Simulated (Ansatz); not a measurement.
Reaction (SMILES): C[SiH](C)C → C[Si](C)C + H atom (the H-Si bond at the site shown breaks; other sites are not compared here)
Each molecule is optimised on its own at B3LYP-D3(BJ)/def2-TZVP (Ansatz, a program for electronic structure). Frequencies are from Ansatz.

Property: bond dissociation energy (0 K, with B3LYP-D3(BJ) harmonic zero-point energies), in kcal/mol. Valence correlation only, unless marked. UHF or UKS for open shells. Spin-orbit coupling is left out. Non-relativistic. CBS(X,Y): correlation extrapolated as X^-3; Hartree-Fock from the larger set.

CCSD(T)/CBS(cc-pV(T+d)Z,cc-pV(Q+d)Z) (Ansatz) gives 93.3 kcal/mol.

### Question
Another calculation gave 90.7 kcal/mol. Which level was it?
(A) wB97M-V/def2-TZVPD (Ansatz)
(B) revPBE/def2-TZVPD (Ansatz)
(C) B3LYP/def2-TZVPD (Ansatz)
(D) HSE06/def2-TZVPD (Ansatz)

### Answer
C, B3LYP/def2-TZVPD (Ansatz). The others give 87.5 (HSE06), 93.8 (wB97M-V), 84.6 (revPBE) kcal/mol.
